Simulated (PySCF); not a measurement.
**Correlation energy of V (vanadium, neutral)**

[Ar] 3d5, high-spin 6S determinant (an excited configuration). All numbers are calculated (PySCF 2.14, scalar relativity by spin-free X2C-1e, in x2c-TZVPPall (6s5p4d2f1g, 64 functions)). Frozen: [Ne]; 13 electrons correlated.

MP2 pair energies summed by pair of shells (mhartree):

```tsv
pair	energy	share (%)
3p-3d	-159.76	38.7
3d-3d	-96.07	23.3
3p-3p	-92.73	22.5
3s-3p	-33.19	8.0
3s-3d	-25.79	6.2
3s-3s	-5.22	1.3
```

Total MP2 correlation energy: -412.76 mhartree.

Same-spin part -182.88 and opposite-spin part -229.88 mhartree; SCS-MP2 scales them by 1/3 and 6/5 to -336.82 mhartree.

This basis was not built for core-valence correlation, so the inner-shell part is incomplete.
